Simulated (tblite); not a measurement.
Compound: C₄H₅NO₂S (charge +1 and doublet state).
Atom-mapped SMILES: `[NH2:1][C:2](=[O+:3])[C@@H:4]1[S:5][CH2:6][C:7]1=[O:8]` (hydrogens: H9, H10 on N1; H11 on C4; H12, H13 on C6)

The geometry is computed with GFN2-xTB (gas phase). This method treats the open shell by occupation alone, without spin polarisation.

List the bond lengths, angles and torsions at this level.

```json
{"bond": "N1–C2", "length (Å)": "1.319"}
{"bond": "C2=O3", "length (Å)": "1.192"}
{"bond": "C2–C4", "length (Å)": "1.609"}
{"bond": "C4–S5", "length (Å)": "1.793"}
{"bond": "S5–C6", "length (Å)": "1.819"}
{"bond": "C6–C7", "length (Å)": "1.515"}
{"bond": "C7=O8", "length (Å)": "1.184"}
{"bond": "C4–C7", "length (Å)": "1.526"}
{"bond": "N1–H9", "length (Å)": "1.011"}
{"bond": "N1–H10", "length (Å)": "1.013"}
{"bond": "C4–H11", "length (Å)": "1.094"}
{"bond": "C6–H12", "length (Å)": "1.092"}
{"bond": "C6–H13", "length (Å)": "1.093"}
```

A selection of angles:
```json
{"angle": "C2–N1–H9", "degrees": "123.8"}
{"angle": "C2–N1–H10", "degrees": "118.2"}
{"angle": "H9–N1–H10", "degrees": "117.8"}
{"angle": "N1–C2–O3", "degrees": "130.3"}
{"angle": "N1–C2–C4", "degrees": "111.1"}
{"angle": "O3–C2–C4", "degrees": "118.5"}
{"angle": "C2–C4–S5", "degrees": "117.2"}
{"angle": "C2–C4–C7", "degrees": "112.0"}
{"angle": "C2–C4–H11", "degrees": "102.9"}
{"angle": "S5–C4–C7", "degrees": "92.6"}
{"angle": "S5–C4–H11", "degrees": "114.2"}
{"angle": "C7–C4–H11", "degrees": "118.7"}
{"angle": "C4–S5–C6", "degrees": "78.3"}
{"angle": "S5–C6–C7", "degrees": "91.9"}
{"angle": "S5–C6–H12", "degrees": "114.6"}
{"angle": "S5–C6–H13", "degrees": "112.9"}
{"angle": "C7–C6–H12", "degrees": "116.2"}
{"angle": "C7–C6–H13", "degrees": "113.0"}
{"angle": "H12–C6–H13", "degrees": "107.8"}
{"angle": "C6–C7–O8", "degrees": "133.0"}
{"angle": "C4–C7–C6", "degrees": "97.2"}
{"angle": "C4–C7–O8", "degrees": "129.7"}
```

Torsions: N1–C2–C4–S5 156° (antiperiplanar); C2–C4–S5–C6 -116° (anticlinal); C4–S5–C6–C7 0° (synperiplanar); S5–C6–C7–O8 177° (antiperiplanar); C2–C4–C7–C6 121° (anticlinal).

The 4-membered ring C4–S5–C6–C7 has internal angles of 78.3° to 97.2° (sum 360°, against 360° for a flat polygon); it is planar, 0.00 Å rms from its mean plane, widest ring torsion 0°. The C–S distances run from 1.793 Å (C4–S5, drawn single) to 1.819 Å (S5–C6, drawn single), a spread of 0.026 Å. C2 (carbon bonded to C, N and O) is planar (angles 130.3°, 118.5° and 111.1°, sum 360.0°, 0.01 Å off the plane of its three neighbours). C7 (carbon bonded to 2 C and O) is planar (angles 133.0°, 129.7° and 97.2°, sum 359.9°, 0.02 Å off the plane of its three neighbours). The 3 C–C bonds span 1.515 Å (C6–C7, drawn single) to 1.609 Å (C2–C4, drawn single), a spread of 0.094 Å. N1 (nitrogen bonded to C and 2 H) is planar (angles 123.8°, 118.2° and 117.8°, sum 359.8°, 0.03 Å off the plane of its three neighbours). Of the pairs four or more bonds apart, those above aside, C7···H9 is among the closest relative to their van der Waals radii: 2.59 Å, 89 % of the sum of Bondi's values.

Point group: C1 (no symmetry element, even within 0.4 Å). Its GFN2-xTB frequencies are all real (lowest 46 cm⁻¹). Torsions: H–N1–C2–O3 176° and 1°, N1–C2–C4–S5 156°. 3 starts were optimised and ended at 0.00, 0.06 and 0.06 kcal/mol (GFN2-xTB); the lowest of these is shown.

Time: 0.37 s of wall time. Hardware: one thread, Arm Neoverse V2 (aarch64), no GPU (shared host). These figures are those of the optimisation.

One conformer stands for the species.
